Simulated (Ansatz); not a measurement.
Reaction (ligand exchange at a Ga–N bond): `C[NH][Ga]([NH2])[Cl]` + CH₃OH → `C[O][Ga]([NH2])[Cl]` + CH₃NH₂

Program: Ansatz. Geometries: PBE0-D4/def2-TZVP. ΔE: electronic, gas phase. CCSD(T)/CBS adds triple-zeta CCSD(T) − MP2 to the extrapolated MP2 energy (def2 sets, frozen cores). This one scheme is used for every species. DFT in def2-TZVPP. For Ga outer-core shells are correlated without core-valence functions, which leaves a few kJ/mol of doubt a bond. Scalar relativity is left out up to krypton. One conformer a species, not always the lowest.

`C[NH][Ga]([NH2])[Cl]`:

```xyz
11

C     1.129   -0.966    0.924
N    -0.281   -0.679    0.821
Ga   -1.083    0.464   -0.319
N    -0.225    1.520   -1.513
Cl   -3.212    0.664   -0.158
H     1.363   -2.013    0.694
H     1.693   -0.351    0.219
H     1.525   -0.746    1.922
H    -0.857   -1.194    1.465
H    -0.757    1.992   -2.224
H     0.706    1.308   -1.830
```

CH₃OH:

Cartesian coordinates in Å:
```
C -0.232 -0.235 -0.132
O 1.030 0.327 0.142
H -0.059 -1.145 -0.708
H -0.866 0.431 -0.730
H -0.775 -0.509 0.781
H 0.903 1.132 0.647
```

`C[O][Ga]([NH2])[Cl]`:

Z-matrix (Å, degrees):
```
C
O 1 1.408
H 1 1.096 2 113.2
H 1 1.095 2 109.6 3 -120.7
H 1 1.095 2 109.6 3 120.7
Ga 2 1.767 1 124.2 3 -0.5
Cl 6 2.139 2 118.5 1 0.2
N 6 1.798 2 120.5 1 -176.6
H 8 1.006 6 121.0 2 -15.6
H 8 1.005 6 121.0 2 -167.4
```

CH₃NH₂:

Z-matrix (Å, degrees):
```
C
N 1 1.453
H 1 1.092 2 109.4
H 1 1.100 2 115.4 3 -121.6
H 1 1.092 2 109.4 3 116.8
H 2 1.012 1 110.6 3 62.6
H 2 1.012 1 110.6 3 -179.3
```

```
         level  ΔE (kcal/mol)
     r2SCAN-D4           -4.9
       ωB97X-V           -4.6
MP2/def2-TZVPP           -4.2
 MP2/CBS(def2)           -3.2
```

What does CCSD(T)/CBS give? (Best estimate.)

Ansatz gave: -3.4 kcal/mol. The listed levels differ from it by -1.5, -1.2, -0.8, 0.2 kcal/mol.

Largest T1 diagnostic among the species: 0.013.

In def2-TZVPP, CCSD(T) changes the Hartree–Fock value by +1.0 kcal/mol (the triples alone add −0.1 kcal/mol) and MP2 by +1.2 kcal/mol.

CCSD(T)/CBS has its own doubt, a few kJ/mol and more with outer-core shells, so smaller differences from it don't rank the levels.
